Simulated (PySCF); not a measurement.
Species: C5H10FOPSi.
SMILES: `CC(=O)P1C[C@H](F)[C@H]1[SiH3]`

Level of theory: TDDFT CAM-B3LYP/def2-SVPD, vertical, gas phase, core orbitals frozen in the response (PySCF). Isolated species at its PBE0-D3(BJ)/def2-SVP geometry (one conformer only).

Question: List the vertical singlet excitations with oscillator strengths and describe the spectrum.

Answer: 

```tsv
state	E (eV)	E (kJ/mol)	λ (nm)	f	|μ| (D)	main configurations (H = HOMO, L = LUMO)
S1	3.88	374	319.9	0.0055	0.61	H→L (76%), H-1→L (17%)
S2	5.55	536	223.3	0.035	1.29	H-1→L (61%), H→L (17%), H→L+1 (15%)
S3	5.83	562	212.7	0.040	1.34	H→L+1 (72%), H-1→L (14%)
S4	6.56	633	189.0	0.041	1.28	H→L+3 (64%), H→L+2 (10%)
S5	6.71	648	184.7	0.029	1.06	H→L+2 (69%), H-2→L (10%)
S6	6.83	659	181.5	0.040	1.24	H-2→L (64%), H-1→L+1 (9%), H→L+3 (8%)
S7	7.01	677	176.7	0.058	1.47	H-1→L+1 (72%), H-2→L (10%)
S8	7.24	699	171.1	0.028	1.00	H→L+5 (64%), H→L+4 (9%)
S9	7.34	709	168.8	0.0060	0.46	H-3→L (71%), H-7→L (9%), H-5→L (8%)
S10	7.61	734	163.0	0.0035	0.35	H-2→L+1 (40%), H-1→L+3 (24%)
```

Triplets (Tamm–Dancoff): T1 3.28 eV, H→L (79%), H-1→L (14%); T2 4.78 eV, H-1→L (44%), H→L+1 (22%), H→L (11%); T3 4.96 eV, H→L+1 (49%), H-1→L (19%); T4 5.80 eV, H→L+3 (42%), H-8→L (13%), H→L+6 (11%).

The lowest singlet comes at 320 nm (374 kJ/mol) in the ultraviolet; it is weak; its leading configuration is HOMO→LUMO (76%). The strongest level in the table is S7 at 7.01 eV (177 nm, f = 0.058). Löwdin shares by element: HOMO phosphorus 39%, oxygen 26%, carbon 15% or more (atoms not listed hold the other 20%); LUMO carbon 42% or more, oxygen 30%, phosphorus 12% (atoms not listed hold the other 17%). The oscillator strengths of these states sum to 0.284; summed over the whole spectrum of an exact calculation they would give the number of electrons, 86 (Thomas–Reiche–Kuhn). Of the 10 states listed, 7 reach f = 0.01 and none stays under 0.0005. Orbital energies (eV): HOMO-3 -10.54, HOMO-2 -10.10, HOMO-1 -9.37, HOMO -8.33, LUMO -0.23, LUMO+1 0.79, LUMO+2 1.11. All these states lie below the vertical ionisation energy of 8.96 eV (ΔSCF). Only the lowest 10 singlets were computed, as vertical energies without vibronic structure.
